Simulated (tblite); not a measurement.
CH7F3Si3.
Atom-mapped SMILES: `[F:1][C:2]([F:3])([F:4])[SiH2:5][SiH2:6][SiH3:7]` (hydrogens: H8, H9 on Si5; H10, H11 on Si6; H12, H13, H14 on Si7)

A start from a force field or distance geometry was refined with tblite, GFN2-xTB geometry optimisation, gas phase. Values at the start:

| coordinate | start |
| --- | --- |
| F1–C2 | 1.360 Å |
| C2–F3 | 1.366 Å |
| C2–Si5 | 1.813 Å |
| Si5–Si6 | 2.295 Å |
| Si5–H8 | 1.496 Å |
| Si6–Si7 | 2.293 Å |
| Si6–H10 | 1.498 Å |
| Si7–H12 | 1.482 Å |
| F1–C2–F3 | 106.0° |
| F1–C2–Si5 | 111.4° |
| C2–Si5–Si6 | 107.3° |
| F3–C2–Si5 | 111.5° |
| Si5–Si6–Si7 | 106.9° |
| F1–C2–Si5–Si6 | 52° |
| C2–Si5–Si6–Si7 | 51° |

Problem. How do these coordinates change at the GFN2-xTB level?

Solution. 
```csv
coordinate,GFN2-xTB (Å or °),change
C2–Si5,1.947,+0.134
Si6–Si7,2.331,+0.038
Si5–H8,1.466,-0.030
Si5–Si6,2.321,+0.026
Si6–H10,1.473,-0.025
C2–F3,1.344,-0.022
Si7–H12,1.461,-0.021
F1–C2,1.354,-0.006
Si5–Si6–Si7,116.1,+9.2
C2–Si5–Si6,104.3,-3.0
F3–C2–Si5,114.5,+3.0
F1–C2–Si5,112.4,+1.0
F1–C2–F3,106.1,+0.1
C2–Si5–Si6–Si7,46,-5
F1–C2–Si5–Si6,55,+3
```

The energy falls by 0.487 eV over 76 L-BFGS steps, the largest force on an atom goes from 4.35 to 0.008 eV/Å, and the atoms move by 0.172 Å rms after alignment. The bond that changes most is C2–Si5 (CF3 carbon to SiH2 silicon), which lengthens by 0.134 Å. Bonds longer at the end by more than 0.005 Å: 3 of 13; shorter: 9. Among the dihedrals that turn most is H8–Si5–Si6–H10, from 53° to 34°. Rotational constants go from 2197, 902.1, 766.5 to 2121, 848.8, 712.3 MHz.

Its lowest GFN2-xTB frequency is 8 cm⁻¹, too small to tell a flat minimum from a shallow saddle. One conformer, not necessarily the lowest. 3 starts were optimised and ended at 0.00, 0.14 and 1.68 kcal/mol (GFN2-xTB); the lowest of these is shown.

All values are computed, not measured.
